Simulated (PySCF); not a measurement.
Numbering as in the mapped SMILES `[CH2:1]=[N:2][CH2:3][O:4][C:5]([F:6])([F:7])[F:8]`; H(Xn) means a hydrogen on atom n. Ha(C1) is cis to C3; Hb(C1) is trans to C3.

- PBE0/pcSseg-1 with gauge-including orbitals
- structure optimised with GFN2-xTB
- code: PySCF 2.14
- one computed conformer, non-relativistic, fast rotation and ring inversion assumed for equivalent nuclei, gas phase

Chemical shifts δ = σref − σ; 13C (σref 186.93) and 1H (σref 31.72) vs TMS; 15N (σref 267.73) against NH3; 17O (σref 336.08) vs H2O; 19F (σref 170.95) against CFCl3, all at this level.

```
   atoms  nucleus  count  δ (ppm)
   H(C3)       1H      2     6.13
      C5      13C      1    131.0
      O4      17O      1        ?
      C1      13C      1    154.7
      N2      15N      1    384.6
      C3      13C      1        ?
  Ha(C1)       1H      1     7.99
  Hb(C1)       1H      1        ?
F6/F7/F8      19F      3    -73.9
```

Problem. Estimate the values marked ?.

Solution. 
- C3: 87.3 ppm, sp3 CH2 bonded to N and O; 2 electronegative neighbours deshield it
- Hb(C1): 7.55 ppm, hydrogen on a C=N carbon
- O4: 123.8 ppm, ether oxygen

Shifts are as computed. Against solution values, carbons near 30 ppm lie about +3 ppm off and those near 130 ppm about +5 ppm. Of 1211 compounds with measured shifts, 218 miss one by over three times the rms of a fit or turn the order of signals round; such compounds aren't used in these exercises. Unscaled 19F shifts against computed CFCl3 carry errors that often reach 10 to 50 ppm. Experimental scales use liquid or dissolved standards, which lie at an offset from isolated NH3 (liquid NH3: subtract about 20 ppm) and H2O (liquid H2O: subtract about 36 ppm). Unscaled 15N shifts of sp2 nitrogen come out 20 to 40 ppm too high even then.
